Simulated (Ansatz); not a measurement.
Geometry optimisation, UKS PBE0-D4/def2-SVP (Ansatz 0.2.0).

Input:

```yaml
crystal:
  periodic: [false, false, false]
  atoms:
    - { symbol: Al, position_ang: [-0.8251, 1.5298, -0.325] }
    - { symbol: C, position_ang: [0.3825, 0.2351, 0.3629] }
    - { symbol: "N", position_ang: [1.4386, -0.0023, 1.157] }
    - { symbol: Sn, position_ang: [0.9637, -1.6722, 0.3297] }
    - { symbol: H, position_ang: [-2.0226, 1.1221, -1.3676] }
    - { symbol: H, position_ang: [-0.7445, 3.1188, 0.1066] }
    - { symbol: H, position_ang: [1.3781, -1.9382, -1.3316] }
    - { symbol: H, position_ang: [1.9367, 0.05197, 2.06835] }
magnetization:
  spin_polarized: true
basis:
  gaussian: { orbitals: def2-SVP }
hamiltonian:
  xc: pbe0
  dispersion: d4
relax:
  f_tol: 0.02
  max_steps: 50
```

Command:

```bash
$ ansatz run input.yaml --threads 2 --pin off --max-ram 3072MiB --backend cpu --events-out ev --progress --plain --runs-dir out
```

Where does it end, and by what steps?

The forces met the threshold. After 30 steps the energy has fallen by 3.448 eV; H6 moved furthest, 2.05 Å. The start is strongly strained (largest force component 8 eV/Å). Joined: Al1–Sn4.

```json
{"step": "0", "energy less start (eV)": "0.0000", "largest force component (eV/Å)": "8.492", "accepted": "yes"}
{"step": "2", "energy less start (eV)": "-2.3864", "largest force component (eV/Å)": "1.819", "accepted": "yes"}
{"step": "4", "energy less start (eV)": "-2.8253", "largest force component (eV/Å)": "0.348", "accepted": "yes"}
{"step": "6", "energy less start (eV)": "-2.8823", "largest force component (eV/Å)": "0.297", "accepted": "yes"}
{"step": "8", "energy less start (eV)": "-2.8911", "largest force component (eV/Å)": "0.090", "accepted": "yes"}
{"step": "10", "energy less start (eV)": "-2.8953", "largest force component (eV/Å)": "0.062", "accepted": "yes"}
{"step": "12", "energy less start (eV)": "-2.9086", "largest force component (eV/Å)": "0.190", "accepted": "yes"}
{"step": "14", "energy less start (eV)": "-2.9463", "largest force component (eV/Å)": "0.504", "accepted": "yes"}
{"step": "16", "energy less start (eV)": "-3.0475", "largest force component (eV/Å)": "0.419", "accepted": "yes"}
{"step": "18", "energy less start (eV)": "-3.1727", "largest force component (eV/Å)": "0.564", "accepted": "yes"}
{"step": "20", "energy less start (eV)": "-3.2571", "largest force component (eV/Å)": "0.769", "accepted": "yes"}
{"step": "22", "energy less start (eV)": "-3.3267", "largest force component (eV/Å)": "1.379", "accepted": "yes"}
{"step": "24", "energy less start (eV)": "-3.2976", "largest force component (eV/Å)": "2.566", "accepted": "no"}
{"step": "26", "energy less start (eV)": "-3.4189", "largest force component (eV/Å)": "0.607", "accepted": "no"}
{"step": "28", "energy less start (eV)": "-3.4438", "largest force component (eV/Å)": "0.095", "accepted": "yes"}
{"step": "30", "energy less start (eV)": "-3.4479", "largest force component (eV/Å)": "0.012", "accepted": "yes"}
```

```xyz
8
Properties=species:S:1:pos:R:3
Al -0.683 1.283 -0.517
C 0.396 0.608 0.941
N 1.004 -0.321 1.492
Sn 0.494 -1.491 -0.450
H -2.232 1.276 -0.179
H 0.078 2.220 -1.542
H 1.998 -0.845 -1.157
H 1.451 -0.285 2.413
```

Whether the end is a true minimum wasn't checked by a vibrational analysis.

Time of the run: 120 s on 2 threads of Intel(R) Xeon(R) Platinum 8488C (Sapphire Rapids) (shared host), peak memory 0.32 GiB.
